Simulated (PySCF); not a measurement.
CH6F2OSi2, SMILES OC([SiH2]F)[SiH2]F.

The structure is a stationary point at ωB97X-D3(BJ)/def2-SVP. This is a generated structure with no PubChem entry under its InChIKey; it may be hypothetical. One conformer was computed; it need not be the lowest.

Two levels are set side by side: TDDFT-PBE/def2-SVPD (PySCF) and TDDFT-B3LYP/def2-SVPD (PySCF). Vertical, same geometry. The lowest singlet is HOMO→LUMO 100 % with PBE and HOMO→LUMO 99 % with the other functional; states are paired by order. Differences are taken from unrounded values.

```tsv
quantity	TDDFT-PBE
lowest singlet excitation (eV)	4.75
lowest triplet excitation (TDA) (eV)	4.54
```

**Question.** These are the TDDFT-PBE values. What does TDDFT-B3LYP give? (Estimate from the structure and the level; the computed values follow.)

**Answer.** 
```tsv
quantity	TDDFT-B3LYP	TDDFT-PBE minus TDDFT-B3LYP
lowest singlet excitation (eV)	5.53	-0.78
lowest triplet excitation (TDA) (eV)	5.27	-0.73
```

A lower first singlet is the usual sign of a functional without exact exchange. Differences between two approximate levels are no errors against the true value.

Rough cost on one machine, each run with all the roots and properties that it gave: TDDFT-B3LYP against TDDFT-PBE about 4 times.
